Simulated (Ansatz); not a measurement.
Worked example: AlH(CH3)I + BH2I → Al(CH3)I2 + BH3

Species: AlH(CH3)I, singlet; BH2I `BI`, singlet; Al(CH3)I2, singlet; BH3 (borane) `B`, singlet. The partners trade H for I: Al–H and B–I bonds give way to Al–I and B–H.

Shapes, held fixed at every level: PBE0-D4/def2-TZVP. Programs: Ansatz 0.2.0. Electronic energies: no zero-point or thermal term.

At CCSD(T)/def2-TZVPP; 1 Eh = 2625.50 kJ/mol:

| species | energy (Eh) |
| --- | --- |
| AlH(CH3)I | -579.636433 |
| BH2I | -323.125743 |
| Al(CH3)I2 | -876.253001 |
| BH3 | -26.538313 |

Question: Work out ΔE of the reaction at this level.

Answer: 
1. Products less reactants: (-876.253001) + (-26.538313) − [(-579.636433) + (-323.125743)] = -0.029138 Eh = -76.5 kJ/mol.

Other levels give -86.8 (HF/def2-SVP) to -77.1 kJ/mol (B2PLYP/def2-TZVPP). No measured value is set beside it here. For atoms past krypton def2 sets carry core potentials with scalar relativity. Outer-core shells of I are correlated in most correlated rows, in sets that cover them unevenly.
